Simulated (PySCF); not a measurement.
Can point charges reproduce the dipole moment of `CCCc1cccc(C#N)c1`?

Coordinates (GFN2-xTB, Å) and charges (e) from the PBE0/pcSseg-1 density (PySCF):

```tsv
atom	x	y	z	Mulliken	IAO	Hirshfeld	ESP-fitted
C1	-3.397	0.745	-0.549	-0.2624	-0.4184	-0.1156	-0.3833
C2	-2.005	0.141	-0.677	-0.2694	-0.2405	-0.0629	+0.3097
C3	-1.066	0.650	0.424	-0.0893	-0.2592	-0.0654	-0.2343
C4	0.296	0.039	0.281	-0.2961	+0.0230	+0.0180	+0.0930
C5	0.603	-1.168	0.901	+0.0008	-0.1454	-0.0374	-0.1760
C6	1.846	-1.758	0.740	-0.0643	-0.1433	-0.0405	-0.1629
C7	2.809	-1.153	-0.044	+0.0405	-0.1365	-0.0353	-0.1304
C8	2.512	0.056	-0.672	-0.2541	-0.0473	+0.0066	-0.0578
C9	3.483	0.695	-1.476	+0.1445	+0.1415	+0.0766	+0.3955
N10	4.265	1.220	-2.130	-0.2430	-0.2436	-0.2239	-0.4667
C11	1.259	0.646	-0.510	+0.1148	-0.1393	-0.0343	-0.2150
H12	-3.351	1.829	-0.623	+0.1101	+0.1375	+0.0405	+0.0911
H13	-4.047	0.375	-1.338	+0.1213	+0.1453	+0.0435	+0.0879
H14	-3.840	0.485	0.410	+0.1086	+0.1366	+0.0398	+0.0898
H15	-2.069	-0.948	-0.618	+0.1233	+0.1331	+0.0358	-0.0368
H16	-1.583	0.395	-1.653	+0.1260	+0.1345	+0.0368	-0.0331
H17	-0.994	1.737	0.355	+0.1253	+0.1392	+0.0440	+0.0827
H18	-1.488	0.396	1.398	+0.1237	+0.1382	+0.0431	+0.0794
H19	-0.140	-1.649	1.521	+0.0705	+0.1532	+0.0543	+0.1622
H20	2.064	-2.695	1.231	+0.0989	+0.1611	+0.0574	+0.1578
H21	3.783	-1.601	-0.173	+0.0936	+0.1686	+0.0606	+0.1621
H22	1.047	1.584	-1.002	+0.0767	+0.1617	+0.0583	+0.1852
```

Task: Form Σ q r in debye for every column and set it beside the full dipole.

Result: The full density gives (-3.87, -1.94, 2.50) D, 5.00 D in size; dipole vectors point from the negative to the positive end.

| scheme | μx | μy | μz | size (D) | share of the full size (%) | angle to the full dipole (°) |
| --- | --- | --- | --- | --- | --- | --- |
| Mulliken | -4.82 | -1.37 | 2.19 | 5.47 | 109 | 12 |
| IAO | -3.25 | -1.59 | 2.04 | 4.16 | 83 | 1 |
| Hirshfeld | -2.98 | -1.38 | 1.96 | 3.83 | 77 | 2 |
| ESP-fitted | -3.90 | -1.94 | 2.50 | 5.02 | 100 | 0 |

Task: Which set comes closest?

Result: Length of the difference vector: ESP-fitted 0.03 D, IAO 0.85 D, Mulliken 1.15 D, Hirshfeld 1.18 D. Closest: ESP-fitted. The schemes that divide the density aren't constrained to reproduce the dipole.

Task: What is left for the Hirshfeld atoms' own dipoles?

Result: The Hirshfeld atoms' densities add up to the full density, so μ = Σ q r + Σ (atomic dipoles). The atomic dipoles sum to (-3.87, -1.94, 2.50) − (-2.98, -1.38, 1.96) = (-0.89, -0.56, 0.54) D, 1.18 D in size.

Task: With the origin at the mean of the coordinates, (0.000, 0.001, -0.191) Å, which are the largest single terms, by size, of the IAO dipole along the direction of the full one?

Result: N10 +5.55, C1 -4.34, C9 -2.45, H14 +2.02, H21 -1.86 D; all 22 atoms together +4.15 D. The single terms depend on the origin, their sum doesn't.

Task: Give the size of the full dipole in other units.

Result: 5.00 D = 1.968 au = 1.041 e·Å = 16.68 × 10⁻³⁰ C·m.

One conformer (not necessarily the lowest) at the GFN2-xTB geometry, without solvent, vibrations or thermal averaging.

The run behind these numbers computed NMR shieldings as well. The run took 2.8 min wall, 2.4 min CPU on one thread of an Intel Xeon at 2.50 GHz (shared host), and the process peaked at 1.1 GiB of memory.

The values belong to the conformer `[CH3:1][CH2:2][CH2:3][c:4]1[cH:5][cH:6][cH:7][c:8]([C:9]#[N:10])[cH:11]1`: C1–C2–C3–C4 180°, C2–C3–C4–C5 -89°.
